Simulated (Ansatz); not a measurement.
Reaction (hydrogenolysis of the Sn–C bond): `[NH2][SnH]([OH])[CH]=O` + H₂ → `[NH2][SnH2][OH]` + `C=O`

Isolated molecules relaxed with PBE0-D4/def2-TZVP in Ansatz; ΔE leaves out vibrations. CCSD(T)/CBS adds triple-zeta CCSD(T) − MP2 to the extrapolated MP2 energy (def2 sets, frozen cores). This one scheme is used for every species. Functionals use def2-TZVPP. Elements past krypton have def2 core potentials. For Sn outer-core shells are correlated without core-valence functions, which leaves a few kJ/mol of doubt a bond. One conformer a species, not always the lowest.

CCSD(T)/CBS gives -0.34 eV.

(1) Another level gave -0.30 eV. Which?
A. CAM-B3LYP-D4/def2-TZVPP
B. r2SCAN/def2-TZVPP
C. BHLYP/def2-TZVPP
D. B97M-V/def2-TZVPP

Largest T1 diagnostic among the species: 0.015.

Results:

(1) B. r2SCAN -0.30, BHLYP -0.53, B97M-V -0.45, CAM-B3LYP-D4 -0.40 eV.

From PBE to PBE0 (25 % exact exchange), in def2-TZVPP and without D4, ΔE moves by −0.12 eV. In def2-TZVPP, CCSD(T) changes the Hartree–Fock value by +0.33 eV (the triples alone add +0.08 eV) and MP2 by +0.36 eV. The D4 term adds +0.09 eV with B3LYP and +0.05 eV with PBE0; it sums over pairs of atoms, weighted by their polarisabilities, and B3LYP, whose exchange is more repulsive, gets the larger term.

B3LYP here is the variant with VWN-RPA as its local correlation; programs differ in this.
